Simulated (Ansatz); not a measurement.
A structure relaxed at PBE-D4/def2-SVPD in Ansatz, charge -1, doublet:

```xyz
5

O    -0.626   -1.498    0.064
Ag   -1.602    0.525    0.041
Ag    0.982    1.887    0.157
Ag    0.389   -0.377   -1.598
Ag    0.856   -0.536    1.336
```

**Question.** Give its formula and point group.

**Answer.** the cluster Ag₄O⁻. Point group Cs (tolerance 0.1 Å).

**Question.** Summarise the bond lengths by kind (pairs closer than 1.2 times the sum of covalent radii, bridged metal pairs left out).

**Answer.** 3 × Ag–O 2.18 to 2.25 Å; 3 × Ag–Ag 2.70 to 2.92 Å.

In the def2 sets Ag takes a core potential; there is no spin–orbit coupling. The highest occupied level of the charge -1 doublet lies above zero (up to 0.50 eV). The electron is either unbound and held by the finite basis, or the level is raised by self-interaction error. Another isomer (doublet) lies 0.70 eV lower at PBE0-D4/def2-TZVPD; other spin states weren't run for this one.
